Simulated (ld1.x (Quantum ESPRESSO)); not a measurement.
Ranking TM potentials for carbon

All share these settings but for the change named:

- Element: C
- Generator: ld1.x (Quantum ESPRESSO) 7.5
- Type: norm-conserving Troullier–Martins (Kleinman–Bylander form)
- Functional: PBE
- Relativity: scalar-relativistic
- Frozen core: [He]
- Valence charge: 4
- Reference configuration: 2s1 2p3
- Partial waves: 2s (bound): rc 1.30 bohr; 3d channel at 0.1 Ry: rc 1.90 bohr; 2p (bound): rc 2.05 bohr
- Local potential: the p channel
- Core correction: none

Test errors are all-electron minus pseudo excitation energies from the reference, over 2s2 2p2; 2s2 2p1; 2s2 2p0; 2s2 2p1.5; 2s1 2p0; 2s0 2p4; 2s2 2p2.3. None of these files shows a bound ghost.

The base gives 923.1 meV.

Of 7 variants that were run, those that failed, showed a ghost or another fault, or gave nearly equal values are left out.

A variant can come out equal or close to the base, since the largest error may sit in a test that the change hardly touches while other tests move.

(1) Rank these variants by their largest absolute test error, smallest first.
A. all radii scaled by about 0.94 (s 1.22, p 1.94, d 1.80 bohr)
B. non-relativistic
C. type RRKJ; local potential the s channel
D. wave 2p (bound): rc 2.05 bohr becomes 2p (bound): rc 3.14 bohr

Answers

(1) A (792.9 meV), B (923.0 meV), C (1136.0 meV), D (3443.5 meV).
